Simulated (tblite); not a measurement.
C₅H₄ClF₂O (doublet state).
Structure used (GFN2-xTB), in Å, numbered top down from 1:
```
atom  x, y, z in Å
O1    -1.865    2.765    0.193
C2    -1.226    1.798    0.129
C3    -0.521    0.673   -0.009
C4     0.831    0.579    0.344
C5     1.594   -0.684    0.216
F6     2.823   -0.553    0.760
F7     1.808   -1.028   -1.103
C8    -1.291   -0.516   -0.526
Cl9   -1.730   -1.607    0.833
H10    1.372    1.443    0.685
H11    1.108   -1.560    0.681
H12   -2.224   -0.216   -1.001
H13   -0.684   -1.095   -1.220
```

Level: GFN2-xTB in tblite, geometry and Hessian alike; calculated harmonic values, unscaled, isolated species. Errors from tens to a few hundred cm⁻¹ against measured bands are possible. One conformer, not necessarily the lowest. Open shells enter through the occupations alone, without spin polarisation, and single modes of such species can be off by tens of per cent.

Harmonic wavenumbers (cm⁻¹): 51.3, 56.6, 84.0, 99.2, 168.5, 209.5, 287.8, 331.3, 378.7, 465.5, 495.1, 512.8, 586.3, 619.8, 695.3, 847.0, 900.5, 917.1, 1038.6, 1099.0, 1108.1, 1193.9, 1211.7, 1246.3, 1267.7, 1287.6, 1424.2, 1428.6, 2215.0, 2836.4, 2996.5, 3001.1, 3141.1.

A = 1543, B = 910.8, C = 661.0 MHz; mass 152.992 u (most abundant isotopes); point group C1, symmetry number 1; spin multiplicity 2.

Task: Zero-point energy?

Result: ½Σν̃ = 17101 cm⁻¹ = 204.58 kJ/mol.

Task: Entropy at 500 K, 1 bar (ideal gas, RRHO, classical rotation)?

Result: Translation 182.34, rotation 132.92, vibration 191.52, spin (R ln 2) 5.76: S = 512.5 J/(mol K).

Task: And Cp and H(500 K) − H(0)?

Result: Cp = 194.17 J/(mol K), of which vibrations give 160.91 (their classical limit is 33 R = 274.4); H(500 K) − H(0) = 62.65 kJ/mol without the zero-point energy, 46.02 from vibrations.

Task: Blend soft modes into free rotors: weight 1/[1 + (100 cm⁻¹/ν̃)⁴] for the oscillator and the rest for a rotor with moment μB/(μ + B), μ = h/(8π²ν), B = 10⁻⁴⁴ kg m². What vibrational entropy results?

Result: 172.07 J/(mol K) in place of 191.52, which changes −T·S at 500 K by +9.72 kJ/mol.

Task: How do the functions run with temperature in this model?

Result: 
| T (K) | S (J/(mol K)) | Cp (J/(mol K)) | H − H(0) (kJ/mol) | G − H(0) (kJ/mol) | ln q(vib) |
| --- | --- | --- | --- | --- | --- |
| 150 | 343.5 | 97.1 | 10.09 | -41.44 | 3.43 |
| 250 | 401.0 | 130.0 | 21.47 | -78.77 | 6.06 |
| 298.15 | 425.1 | 144.7 | 28.09 | -98.66 | 7.26 |
| 400 | 471.6 | 172.3 | 44.28 | -144.38 | 9.69 |
| 600 | 549.5 | 211.4 | 82.96 | -246.75 | 14.12 |
| 900 | 642.4 | 245.5 | 152.02 | -426.13 | 19.99 |

q(vib) and H(0) count from the zero-point level.

Task: Which modes carry the vibrational entropy at 500 K?

Result: 51.3 cm⁻¹: 24.23; 56.6 cm⁻¹: 23.41; 84.0 cm⁻¹: 20.14; 99.2 cm⁻¹: 18.77; 168.5 cm⁻¹: 14.41; 209.5 cm⁻¹: 12.65 J/(mol K); the other 27 give 77.91 together.

Hindered rotation and anharmonicity are outside this model. Other conformers, if any are populated, would add a mixing term that is left out. The structure is chiral; the term R ln 2 for an equal mix with its mirror image is left out.
